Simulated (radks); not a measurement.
Values are calculated unless marked as measured or tabulated.
Ionisation of neutral gadolinium, [Xe] 4f7 5d1 6s2, to Gd+, [Xe] 4f7 5d1 6s1, under several functionals. Scalar-relativistic Kohn-Sham, spin-polarised, spherical densities, finite nucleus; open shells are filled with parallel spins first (spin-orbit coupling, left out, can overturn this in heavy ions); a radial shooting solver on a logarithmic mesh with Libxc functionals.

| functional | E(Gd) (hartree) | Exc (hartree) | IE (eV) | -e(HOMO) (eV) | <r> HOMO (bohr) | IE error (eV) |
|---|---|---|---|---|---|---|
| MS2 meta-GGA | -11270.3042 | -248.2819 | 5.707 | 3.078 | 2.717 | -0.443 |
| BP86 | -11272.2173 | -250.5282 | 6.160 | 3.076 | 2.738 | +0.010 |
| SOGGA | -11266.2887 | -244.5766 | 5.837 | 2.917 | 2.734 | -0.313 |
| PBEsol | -11266.7727 | -245.0643 | 5.966 | 2.988 | 2.732 | -0.184 |
| LDA (Slater exchange, Perdew-Wang correlation) | -11263.0527 | -241.3423 | 6.255 | 3.099 | 2.725 | +0.105 |
| revPBE | -11270.9156 | -249.2260 | 5.903 | 2.923 | 2.741 | -0.246 |
| BLYP | -11271.4318 | -249.7309 | 6.082 | 2.736 | 2.753 | -0.068 |
| Wu-Cohen GGA | -11269.6529 | -247.9563 | 5.884 | 2.993 | 2.732 | -0.265 |
| B86b exchange with PBE correlation | -11271.6136 | -249.9257 | 6.000 | 2.967 | 2.740 | -0.150 |
| exchange-only LDA | -11256.7402 | -234.9483 | 5.026 | 2.262 | 2.785 | -1.124 |

NIST Atomic Spectra Database: 6.150 eV (measured). Closest: BP86. The Delta-SCF values span 1.23 eV, the total energies 15.48 hartree. The highest occupied level is 5d. Open shells are spherical and high-spin; term and fine-structure splittings are not resolved. Spin-orbit splitting is averaged out at the scalar-relativistic level.
